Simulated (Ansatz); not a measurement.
In₆Sb₆H₁₈⁻, a cluster cut from wurtzite InSb (hydrogen-capped). The state is a doublet with charge -1. Geometry PBE-D4/def2-SVP, that of the neutral singlet; atoms count from 1.

```xyz
30

Sb    2.9898    0.5868    0.9629
In    2.6474   -0.6471   -1.6537
In    1.0121   -3.2996    1.6830
Sb    0.7566   -2.6641   -1.1384
Sb    0.9909    1.5498   -2.6106
In   -1.5123   -2.0734   -2.8504
In    0.8467    1.1068    2.8658
Sb   -0.7484   -1.1984    2.6393
Sb   -0.4743    2.9748    1.0632
In   -1.6118    2.2871   -1.5293
In   -3.3720   -0.2710    1.8122
Sb   -2.8029   -0.2119   -1.0343
H     4.3001   -0.1654    1.7770
H     3.8009    2.0867    0.7036
H     4.1537   -0.7338   -2.5204
H     2.6157   -2.7380    2.1037
H     0.2893   -4.8472    1.9949
H     1.5732   -3.9522   -1.9419
H     1.9698    2.9683   -2.5468
H     0.9034    1.4947   -4.3234
H    -0.8435   -1.0485   -4.1026
H    -2.4963   -3.4934   -3.0244
H     1.4403    1.9084    4.2916
H    -0.9220   -1.5210    4.3237
H     0.6342    4.2676    0.7902
H    -1.6031    3.9169    1.9482
H    -2.2621    3.6873   -2.3320
H    -4.5535   -1.5002    2.1416
H    -3.3936    1.4169    2.2760
H    -4.3282    0.1131   -1.7686
```

In the def2 sets In, Sb take a core potential; there is no spin–orbit coupling. Single mean-field runs in def2-TZVP are fitted with def2-universal-jkfit.

Estimate the Mulliken populations of the heavy atoms from the PBE0/def2-TZVP orbitals of Ansatz.


```csv
atom,charge (e),spin (α − β)
Sb1,-0.14,0.00
In2,0.28,0.15
In3,0.23,0.00
Sb4,-0.30,0.04
Sb5,-0.14,0.00
In6,0.23,0.00
In7,0.28,0.15
Sb8,-0.30,0.04
Sb9,-0.14,0.00
In10,0.28,0.15
In11,0.23,0.00
Sb12,-0.30,0.04
```
Mulliken values depend strongly on the basis.

Where does the spin sit?

Summed by element: Sb 0.12, In 0.45, H 0.43, of 1 unpaired in all. Largest on single atoms: In10 0.15, In2 0.15, In7 0.15.

And the Mayer bond orders between heavy atoms (over 0.3)?

Sb1–In2 0.59 (2.91 Å); Sb1–In7 0.59 (2.91 Å); In2–Sb4 0.78 (2.81 Å); In2–Sb5 0.59 (2.91 Å); In3–Sb4 0.66 (2.90 Å); In3–Sb8 0.66 (2.90 Å); Sb4–In6 0.66 (2.90 Å); Sb5–In10 0.59 (2.91 Å); In6–Sb12 0.66 (2.90 Å); In7–Sb8 0.78 (2.81 Å); In7–Sb9 0.59 (2.91 Å); Sb8–In11 0.66 (2.90 Å); Sb9–In10 0.59 (2.91 Å); In10–Sb12 0.78 (2.81 Å); In11–Sb12 0.66 (2.90 Å).
